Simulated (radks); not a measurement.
The scandium ion Sc+, 20 electrons, occupied as [Ar] 3d1 4s1.

Method: Dirac Kohn-Sham, PBE, spin-unpolarised, spherical densities, finite nucleus; open shells fill j = l - 1/2 first; Fermi nuclear charge, rms radius 3.5459 fm; computed with a radial shooting solver on a logarithmic mesh with Libxc functionals.

Energy parts (eV):
| part | energy |
|---|---|
| total | -20784.288 |
| kinetic | 20967.352 |
| electron-nucleus | -49264.201 |
| Hartree | 8566.624 |
| exchange-correlation | -1054.063 |

Orbitals (lengths in bohr, moments of r in powers of bohr; <r^-3> diverges for s and p1/2):
| orbital | occ. | eigenvalue (eV) | <r^-3> | small-component weight |
|---|---|---|---|---|
| 1s1/2 | 2 | -4403.680 | - | 5.65e-03 |
| 2s1/2 | 2 | -481.2211 | - | 9.65e-04 |
| 2p1/2 | 2 | -398.2616 | - | 9.44e-04 |
| 2p3/2 | 4 | -393.6192 | 220.0 | 9.35e-04 |
| 3s1/2 | 2 | -62.0198 | - | 1.93e-04 |
| 3p1/2 | 2 | -40.9471 | - | 1.64e-04 |
| 3p3/2 | 4 | -40.4372 | 24.32 | 1.62e-04 |
| 3d3/2 | 1 | -9.9821 | 1.498 | 8.31e-05 |
| 3d5/2 | 0 | -9.9492 | 1.482 | 8.28e-05 |
| 4s1/2 | 1 | -9.7254 | - | 2.55e-05 |
| 4p1/2 | 0 | -6.3445 | - | 1.76e-05 |
| 4p3/2 | 0 | -6.3064 | 1.829 | 1.75e-05 |

The highest occupied level is 4s1/2 at -9.725 eV. The configuration is held as typed, so some empty levels lie below it. The electron density at the nucleus is 7260 e/bohr^3. Summed over all electrons, <r^2> = 29.98 bohr^2, which gives a Langevin (diamagnetic) susceptibility term of -23.7 x 10^-6 cm^3/mol.
